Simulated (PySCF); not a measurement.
Simulation results for B$_{2}$GeH$_{4}$N

Calculation on a computer-drawn molecule: the log of a Hartree-Fock and frozen-core CCSD(T) single point meant for a local Hartree-Fock minimum, with one planted fault or none, to be diagnosed. Offsets are logged minus clean, where the clean run is the same molecule without the fault. The reference is restricted for singlets and unrestricted otherwise, and also for a bond in bohr or an excited solution. Adding or removing an electron swaps singlet and doublet. The excited solution moves the top pair (singlet) or top alpha electron (doublet) to the lowest empty orbital. Highest occupied and lowest empty are orbital energies over both spins, largest force is the largest gradient component, triples share is (T) over the correlation energy, the T1 limit is 0.02 restricted and 0.045 unrestricted, electrons count all cores, a negative frequency is imaginary (commonest isotopes), and the dipole is about the centre of nuclear charge; on germanium a core potential holds 10 electrons, which the energies leave out, and 3d is frozen in MP2 and coupled-cluster steps. Program: PySCF 2.14.0.

Entry: B$_{2}$GeH$_{4}$N

Logged structure:
```xyz
8
B2GeH4N
B     -0.3979     3.3693     1.6491
N     -0.3119     2.1246     1.7860
B     -0.2631     0.7740     2.0010
Ge     0.6541    -0.7745     0.9656
H     -0.4845     4.5301     1.5306
H      1.4294    -0.3217    -0.2847
H      1.6354    -1.4959     1.8986
H     -0.4095    -1.7884     0.5247
```

* meant charge: 0
* meant multiplicity: 2
* meant basis: cc-pVDZ
* meant basis and core potential on germanium: cc-pVDZ-PP ECP10MDF
* logged electrons: 54
* logged basis functions: 85
* logged SCF converged: yes
* logged spin squared: 0
* logged highest occupied: 0.42502 eV
* logged lowest empty: 7.2662 eV
* logged largest force: 0.032217 hartree/bohr
* logged T1 diagnostic: 0.018608
* logged D1 diagnostic: 0.05356
* logged triples share: 0.040383
* logged CC converged: yes
* logged dipole magnitude: 3.9792 debye
* logged SCF stable within its kind: yes
* logged energy HF: -399.44522 hartree
* logged energy CCSD(T): -399.94191 hartree
* possible faults: no fault, one electron removed, one electron added, multiplicity raised by two, geometry at a saddle point, SCF held on an excited solution, minimal basis STO-3G, one bond length entered in bohr, all coordinates scaled
* planted fault: ?

Drawn bonds:
```csv
atom,other atom,order
1,2,1
2,3,2
3,4,1
1,5,1
4,6,1
4,7,1
4,8,1
```

Notes: highest electron not bound in this basis.

Q: Which fault was planted in the run of B$_{2}$GeH$_{4}$N?
A: one electron added

Further results for B$_{2}$GeH$_{4}$N:

- HF energy offset from clean run: 37.58 kcal/mol
- CCSD(T) energy offset from clean run: 8.82 kcal/mol
